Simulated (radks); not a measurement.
Pm+, 60 electrons, occupied as [Xe] 4f5 6s1 (the NIST ground configuration). All-electron calculation, scalar-relativistic Kohn-Sham, LDA (Slater exchange, Perdew-Wang correlation), spin-unpolarised, spherical densities, point nucleus. Program: a radial shooting solver on a logarithmic mesh with Libxc functionals.

Normalised radial functions P(r) = r R(r), r in bohr:

| r | 4s | 4p | 5s |
|---|---|---|---|
| 0.001118 | 0.1027 | 0.0026 | 0.0422 |
| 0.001763 | 0.1480 | 0.0058 | 0.0607 |
| 0.002804 | 0.2087 | 0.0128 | 0.0856 |
| 0.004425 | 0.2798 | 0.0280 | 0.1147 |
| 0.006981 | 0.3476 | 0.0599 | 0.1425 |
| 0.0111 | 0.3745 | 0.1253 | 0.1535 |
| 0.01752 | 0.2905 | 0.2415 | 0.1188 |
| 0.02764 | 0.0231 | 0.4123 | 0.0088 |
| 0.04361 | -0.3883 | 0.5630 | -0.1599 |
| 0.06935 | -0.5976 | 0.4610 | -0.2433 |
| 0.1094 | -0.0732 | -0.1302 | -0.0222 |
| 0.1726 | 0.8154 | -0.8082 | 0.3350 |
| 0.2746 | 0.3819 | -0.3490 | 0.1046 |
| 0.4332 | -1.2157 | 1.0892 | -0.5058 |
| 0.6835 | -1.3259 | 1.3460 | -0.0617 |
| 1.078 | -0.3784 | 0.4820 | 0.8869 |
| 1.715 | -0.0251 | 0.0472 | 0.7804 |
| 2.706 | -0.0003 | 0.0009 | 0.2198 |
| 4.269 | 0.0000 | 0.0000 | 0.0179 |
| 6.79 | 0.0000 | 0.0000 | 0.0002 |
| 10.71 | 0.0000 | 0.0000 | 0.0000 |

4s: eigenvalue -322.60 eV, 3 radial nodes at r = 0.0284, 0.113, 0.307 bohr, <r> = 0.593 bohr, 90 % of the charge inside 0.853 bohr. 4p: eigenvalue -242.23 eV, 2 radial nodes at r = 0.101, 0.308 bohr, <r> = 0.628 bohr, 90 % of the charge inside 0.914 bohr. 5s: eigenvalue -48.138 eV, 4 radial nodes at r = 0.0284, 0.112, 0.295, 0.702 bohr, <r> = 1.44 bohr, 90 % of the charge inside 2.08 bohr.
